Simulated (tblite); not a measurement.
A tight-binding relaxation on `F[C@@H]1C[Si@H]1CC#CC(Cl)Cl`.

Computed with GFN2-xTB geometry optimisation, gas phase (tblite 0.8.0). Start geometry: from a force field or distance geometry. A driver script takes a list of jobs; this job's settings line and coordinates (Å) are shown.

Command:
```bash
OMP_NUM_THREADS=1 python probes_run.py task.json out
```

Input:
```
{"job": {"kind": "relax", "xc": "GFN2-xTB", "basis": "xTB"}, "charge": 0, "multiplicity": 1}
F     -2.018600    -1.683400    -2.550600
C     -1.095000    -1.310700    -1.596100
C     -0.389800    -2.449100    -0.949900
Si    -1.709100    -0.836100    -0.003100
C     -0.511500    -0.074300     1.249900
C      0.408400     0.904000     0.643000
C      1.167200     1.709900     0.155800
C      2.088100     2.686100    -0.436800
Cl     1.778400     2.747100    -2.184900
Cl     1.799000     4.265500     0.306100
H     -0.452800    -0.590300    -2.077500
H     -0.983100    -3.312800    -0.650200
H      0.502100    -2.268000    -0.377800
H     -2.677700    -1.740000     0.679600
H     -1.100300     0.426100     2.029700
H      0.058900    -0.869600     1.740600
H      3.128900     2.407600    -0.281700
```

Output:
```
step      E/eV     max force
  0    -865.10230    3.968
  1    -865.41829    1.774
  2    -865.53512    1.645
  3    -865.69422    1.744
  4    -865.80990    2.559
  5    -865.99778    1.838
  6    -866.17212    2.198
  7    -866.26700    1.527
  8    -866.31017    0.936
  9    -866.35566    0.709
... (131 lines left out)
141    -866.67657    0.026
142    -866.67668    0.025
143    -866.67682    0.026
144    -866.67696    0.027
145    -866.67706    0.025
146    -866.67713    0.023
147    -866.67717    0.017
148    -866.67721    0.015
149    -866.67725    0.013
150    -866.67727    0.009
```

«max force» is the largest atomic force in eV/Å.

Task: From which step on does the largest force stay under 0.1 eV/Å, and how much energy is left to gain from there?

Result: From step 115 (0.100 eV/Å), 12.4 meV above the end.

Main results: energy lowered by 36.3 kcal/mol over 150 steps; largest atomic force 0.009 eV/Å at the end.

Task: Where do the atoms end?

Result: 0.634 Å rms from the input after alignment:
```
atom  x, y, z in Å
F1    -2.2133   -1.6609   -2.3409
C2    -1.2957   -1.0416   -1.5278
C3    -0.1873   -1.9619   -0.9952
Si4   -1.3548   -1.3327    0.3444
C5    -0.7444    0.0765    1.4825
C6     0.2654    0.8572    0.8239
C7     1.1410    1.4584    0.2614
C8     2.1142    2.2219   -0.4599
Cl9    1.8885    1.9857   -2.2286
Cl10   1.9597    3.9700   -0.0786
H11   -0.9917   -0.1119   -1.9980
H12   -0.2607   -2.9856   -1.3339
H13    0.8181   -1.5770   -1.0935
H14   -2.3749   -2.1982    0.9057
H15   -1.5761    0.7260    1.7596
H16   -0.3355   -0.3453    2.4015
H17    3.1405    1.9312   -0.2266
```

Task: Estimate the wall time. Hardware: one thread of an Arm Neoverse N1, shared host.

Result: About 2.9 s.
Labels such as C1 count atoms from 1, the log's own numbers from 0.
